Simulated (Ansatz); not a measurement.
`[SH][Zr]([SH])([Cl])[Cl]`, relaxed with RKS PBE0-D4/def2-TZVP in Ansatz 0.2.0 from a GFN2-xTB geometry. The force threshold is 0.005 eV/Å; the program also tests the step.

Charge 0, multiplicity 1. Zr: def2 effective core potential.

Start:

```xyz
7

S     1.045   -0.768    1.754
Zr    0.458    0.397   -0.318
S    -0.542   -1.241   -1.837
Cl   -1.294    1.673    0.339
Cl    2.064    1.705   -1.227
H    -0.076   -0.391    2.387
H    -1.655   -1.376   -1.098
```

**Question.** By how much does the energy fall, and how many steps does the optimiser take? (Estimate.)

**Answer.** The calculation gave: 4.85 kcal/mol, in 22 steps.

**Question.** Which bonds change most? (Best estimate.)

**Answer.** Ansatz gave: Zr2–Cl4 from 2.265 to 2.330 Å; Zr2–Cl5 from 2.262 to 2.326 Å; Zr2–S3 from 2.447 to 2.409 Å; S1–Zr2 from 2.448 to 2.415 Å.

**Question.** Give the relaxed structure. (Best estimate.)

**Answer.** Computed: 
```xyz
7

S     0.671   -1.021    1.717
Zr    0.165    0.322   -0.226
S    -0.407   -1.287   -1.924
Cl   -1.644    1.705    0.270
Cl    2.044    1.525   -0.881
H     0.831    0.091    2.467
H    -1.660   -1.336   -1.423
```
